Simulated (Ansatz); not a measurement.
Reaction (ligand exchange at the Al–C bond): `C=C[CH2][AlH][F]` + H₂S → `[F][AlH][SH]` + `C=CC`

Gas-phase electronic energies from Ansatz, PBE0-D4/def2-TZVP geometries. CBS: MP2 limit from def2 TZ/QZ plus the TZ coupled-cluster correction, frozen cores. This one scheme is used for every species. Functionals use def2-TZVPP. HSE06 is defined as in plane-wave codes. Each species was taken in one conformer, which may not be the lowest.

`C=C[CH2][AlH][F]`:

Z-matrix (Å, degrees):
```
Al
F 1 1.657
C 1 2.202 2 106.6
C 1 2.496 2 115.4 3 34.0
C 1 1.994 2 118.9 3 -42.0
H 1 1.571 2 120.1 3 148.3
H 3 1.089 1 112.1 2 -6.1
H 4 1.086 1 89.5 2 151.8
H 4 1.082 1 126.7 2 27.6
H 5 1.090 1 107.5 2 -165.3
H 5 1.083 1 123.0 2 -30.9
```

H₂S:

Z-matrix (Å, degrees):
```
S
H 1 1.341
H 1 1.341 2 92.3
```

`[F][AlH][SH]`:

Cartesian coordinates in Å:
```
F 0.685 -0.545 1.951
Al 0.217 -0.415 0.379
S -0.490 1.535 -0.257
H 0.298 -1.666 -0.565
H -0.711 1.090 -1.507
```

`C=CC`:

Cartesian coordinates in Å:
```
C -0.017 1.365 -0.237
C -0.160 0.077 -0.514
C 0.095 -1.038 0.440
H 0.309 1.700 0.743
H -0.219 2.130 -0.977
H -0.489 -0.211 -1.511
H -0.805 -1.643 0.588
H 0.866 -1.715 0.056
H 0.421 -0.665 1.413
```

(1) Is it downhill or uphill in electronic energy at CCSD(T)/CBS, and by how much? (Estimate.)

(2) What do these levels give: PBE-D4, PBE0-D4, r2SCANh-D4, HSE06-D4, ωB97M-V, PBE, revPBE, r2SCANh, HF/def2-SVP, MP2/def2-SVP, CCSD/def2-TZVPP, CCSD/CBS(def2)? (Best estimate.)

Largest T1 diagnostic among the species: 0.012.

Results:

(1) The calculation gave: Downhill: ΔE = -112.3 kJ/mol.

(2) The calculation gave: PBE-D4 -98.9, PBE0-D4 -102.5, r2SCANh-D4 -101.4, HSE06-D4 -102.5, ωB97M-V -105.5, PBE -102.4, revPBE -108.4, r2SCANh -102.5, HF/def2-SVP -137.5, MP2/def2-SVP -111.1, CCSD/def2-TZVPP -115.2, CCSD/CBS(def2) -116.7 kJ/mol.

The D4 term adds +5.5 kJ/mol with B3LYP and +3.0 kJ/mol with PBE0; it sums over pairs of atoms, weighted by their polarisabilities, and B3LYP, whose exchange is more repulsive, gets the larger term. From r2SCAN to r2SCAN0 (25 % exact exchange), in def2-TZVPP and without D4, ΔE moves by −3.3 kJ/mol. Leaving LDA and LC-ωPBE aside and taking each functional with its dispersion term where it has one, the values, not all of them listed here, spread over 19.1 kJ/mol, from BHLYP-D4 to PBE-D4. LDA lies +16.5 kJ/mol from PBE without D4.

B3LYP here is the variant with VWN-RPA as its local correlation; programs differ in this.
